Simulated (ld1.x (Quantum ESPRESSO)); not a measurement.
What the settings do to the TM potential of Cr (Z = 24)

Base potential:

ld1.x (Quantum ESPRESSO) 7.5 input, shortened:

```
&input
   title='Cr', zed=24., rel=1, dft='PBESOL', iswitch=3,
   config='[Ar] 3d5 4s1 4p0'
 /
 &inputp
   pseudotype=2, tm=.true., lloc=-2, rcloc=1.60,
   nlcc=.true., new_core_ps=.true.
 /
3
3S  1  0   2.00   0.00  0.95  0.95  0.0
3P  2  1   6.00   0.00  1.30  1.30  0.0
3D  3  2   5.00   0.00  2.25  2.25  0.0
 &test
   configts(1)='3s2 3p6 3d5 4s1 4p0'
 /
```

Occupied shells without a wave of their own: 4s. They enter only through the test configuration that unscreens the potential, and ld1.x also counts them in the model core charge.

All-electron outer shells of the reference configuration (PBEsol, scalar-relativistic, ld1.x):

```tsv
shell	level (eV)	outermost node (bohr)	outermost maximum (bohr)
2s	-666.34	0.09	0.24
2p	-560.29	–	0.20
3s	-73.77	0.36	0.78
3p	-45.34	0.33	0.80
4s	-4.02	1.12	2.74
3d	-2.93	–	0.84
4p	-0.95	1.25	3.89
```

Cutoffs, loose and tight: the cutoffs (Ry, on a coarse ladder) from which the occupation-weighted sum of valence levels, in a spherical-Bessel basis at the reference potential, stays within 10 and 1 mRy of its value at 400 Ry. They do not see the model core or the augmentation charge, which bear on the density cutoff. Test errors are all-electron minus pseudo excitation energies from the reference, over the configurations 3s2 3p6 3d5 4s0 4p0; 3s2 3p6 3d4 4s0 4p0; 3s2 3p6 3d3 4s0 4p0; 3s2 3p6 3d5.5 4s0.5 4p0; 3s2 3p6 3d6 4s0 4p0; 3s2 3p6 3d2 4s0 4p0; 3s2 3p6 3d4 4s1 4p1. A dash means not determined; rows that change the core or the reference have their own tests.

With those shells counted twice in exchange and correlation these files are broken, and their errors move erratically; no question is asked of them.

A true bound ghost makes a file unfit for plane-wave use even where its test errors are small: the radial tests pick states by their node count and pass the ghost by.

| change | outcome | cutoff, loose | cutoff, tight | bound ghosts | largest test error (meV) |
| --- | --- | --- | --- | --- | --- |
| base | generated | 140 Ry | 260 Ry | none | +673 |
| all radii but the core radius scaled by about 0.74 (s 0.70, p 0.96, d 1.68 bohr); local potential all-electron potential smoothed inside 1.18 bohr (lloc = -2) | generated, misses its reference levels by 0.19 eV | 230 Ry | over 300 Ry | s | +398 |
| all radii but the core radius scaled by about 0.81 (s 0.76, p 1.06, d 1.82 bohr); local potential all-electron potential smoothed inside 1.30 bohr (lloc = -2) | generated, misses its reference levels by 0.98 eV | 160 Ry | 300 Ry | none | -5172 |
| all radii but the core radius scaled by about 0.91 (s 0.86, p 1.18, d 2.04 bohr); local potential all-electron potential smoothed inside 1.46 bohr (lloc = -2) | generated | 160 Ry | 300 Ry | none | -932 |
| all radii but the core radius scaled by about 0.96 (s 0.90, p 1.24, d 2.16 bohr); local potential all-electron potential smoothed inside 1.54 bohr (lloc = -2) | generated | 160 Ry | 260 Ry | none | -613 |
| all radii but the core radius scaled by about 1.03 (s 0.98, p 1.34, d 2.32 bohr); local potential all-electron potential smoothed inside 1.64 bohr (lloc = -2) | generated | 140 Ry | 260 Ry | none | +974 |
| all radii but the core radius scaled by about 1.09 (s 1.04, p 1.42, d 2.44 bohr); local potential all-electron potential smoothed inside 1.74 bohr (lloc = -2) | generated | 120 Ry | 200 Ry | none | +1611 |
| all radii but the core radius scaled by about 1.18 (s 1.12, p 1.54, d 2.66 bohr); local potential all-electron potential smoothed inside 1.90 bohr (lloc = -2) | generated, misses its reference levels by 0.27 eV | 110 Ry | 140 Ry | none | +2920 |
| all radii but the core radius scaled by about 1.24 (s 1.18, p 1.62, d 2.80 bohr); local potential all-electron potential smoothed inside 1.98 bohr (lloc = -2) | generated, misses its reference levels by 0.31 eV | 100 Ry | 140 Ry | none | +3629 |
| all radii but the core radius scaled by about 1.32 (s 1.26, p 1.72, d 2.98 bohr); local potential all-electron potential smoothed inside 2.12 bohr (lloc = -2) | generated, misses its reference levels by 0.45 eV | 90 Ry | 120 Ry | none | +5179 |
| all radii but the core radius scaled by about 1.39 (s 1.32, p 1.80, d 3.12 bohr); local potential all-electron potential smoothed inside 2.22 bohr (lloc = -2) | generated, misses its reference levels by 0.56 eV | 70 Ry | 110 Ry | none | +6348 |

Reading the sweep of the scale of all radii but the core radius (base = 1) (base included, trends over the rows without a ghost): The loose cutoff falls from 160 Ry at 0.81 to 70 Ry at 1.39. A larger radius leaves more room for a smooth pseudo-wave, so fewer plane waves are needed; a smaller one forces it to follow the all-electron wave where it bends sharply. The median size of the test errors (rows with all tests solved) is not monotonic: lowest 95.0 meV at 1.09, highest 1519.2 meV at 0.81. Bound ghosts are found at 0.74.
